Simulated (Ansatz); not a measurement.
Two isomers of C4H8Ge: A = `C=C=C[CH2][GeH3]`, B = `[CH3][GeH2][C]1=CC1`.

Program: Ansatz. Geometries: PBE0-D4/def2-TZVP. ΔE: electronic, gas phase. CCSD(T)/CBS is the MP2 limit (def2-TZVPP, def2-QZVPP) plus CCSD(T) − MP2 in def2-TZVPP, frozen cores. Functionals use def2-TZVPP. B3LYP here is the variant with VWN-RPA as its local correlation; programs differ in this. For Ge outer-core shells are correlated without core-valence functions, which leaves a few kJ/mol of doubt a bond. Scalar relativity is left out up to krypton. Each species was taken in one conformer, which may not be the lowest.

**Question.** Which isomer does CCSD(T)/CBS put lower? Give the gap. (Estimate.)

**Answer.** Ansatz gave: A, by 10.7 kcal/mol.

**Question.** Give E(B) − E(A) in kcal/mol with ωB97M-V, HF/def2-TZVPP, MP2/def2-TZVPP, B3LYP-D4, PBE-D4, PBE0-D4, B2PLYP. (Best estimate.)

**Answer.** Ansatz gave: ωB97M-V 10.7, HF/def2-TZVPP 13.5, MP2/def2-TZVPP 6.8, B3LYP-D4 14.7, PBE-D4 12.0, PBE0-D4 10.1, B2PLYP 12.1. None reverses the order clearly.

Largest T1 diagnostic: 0.012.

From PBE to PBE0 (25 % exact exchange), in def2-TZVPP and without D4, E(B) − E(A) moves by −1.9 kcal/mol. In def2-TZVPP, CCSD(T) changes the Hartree–Fock value by −3.3 kcal/mol (the triples alone add −0.0 kcal/mol) and MP2 by −6.7 kcal/mol.
